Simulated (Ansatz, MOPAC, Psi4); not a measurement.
System: H7SiN3O (charge 0, singlet). SMILES: [Si](N)(O)(N)N
Structure (B3LYP-D3(BJ)/def2-TZVP (Ansatz, a first-principles code) minimum search):
```xyz
12

N     -0.8475     1.3838    -0.5632
Si    -0.0011     0.0044    -0.0139
N     -1.1967    -1.1833     0.2732
N      0.9196    -0.0129     1.4433
O      1.1050    -0.1937    -1.2296
H     -1.6142     1.7785    -0.0458
H     -0.3994     2.0570    -1.1619
H     -0.9787    -2.0404     0.7541
H     -1.9672    -1.2921    -0.3655
H      1.7672     0.5298     1.5030
H      0.4419    -0.0250     2.3311
H      1.7983    -0.8347    -1.0569
```
Charge 0, spin multiplicity 1.

Property: vertical ionisation energy to the doublet, in eV. Conventions: frozen cores in correlated levels; spin-orbit terms left out; 6-311+G** with 5d, 6d on Na to Ar in Ansatz; PM7 with its own dispersion and hydrogen-bond terms; six Cartesian d functions in 6-31G* and its kin unless marked 5d; open shells spin-unrestricted; each state is the SCF solution reached for its charge and spin; no dispersion term unless named; non-relativistic. First-principles rows: single points at B3LYP-D3(BJ) geometries (Ansatz). Semi-empirical rows: differences of heats of formation at the shared geometry for vertical values.

```tsv
level	program	vertical ionisation energy to the doublet (eV)
AM1	MOPAC	8.92
PM6	MOPAC	8.71
PM7	MOPAC	8.43
MNDO	MOPAC	9.21
HF/6-31G*	Ansatz	8.11
HF/6-311+G**	Ansatz	8.32
PBE/6-31G*	Ansatz	8.01
PBE/6-311+G**	Ansatz	8.49
B3LYP/STO-3G	Ansatz	5.69
B3LYP/6-31G*	Ansatz	8.49
B3LYP/6-311+G**	Ansatz	8.93
wB97X-D/6-31G*	Psi4	8.82
MP2/6-311+G**	Ansatz	9.58
B3LYP/def2-TZVPD	Ansatz	8.91
```

No value to compare with is used here. The 13 habitual levels span 5.69 (B3LYP/STO-3G) to 9.58 eV (MP2/6-311+G**); B3LYP/def2-TZVPD gives 8.91.

The levels are drawn from those run, B3LYP/6-31G* more often than the rest, none by its result; left out are runs that failed, that the program found above a lower state of the same kind, or whose <S^2> lies over 0.5 above the pure value.
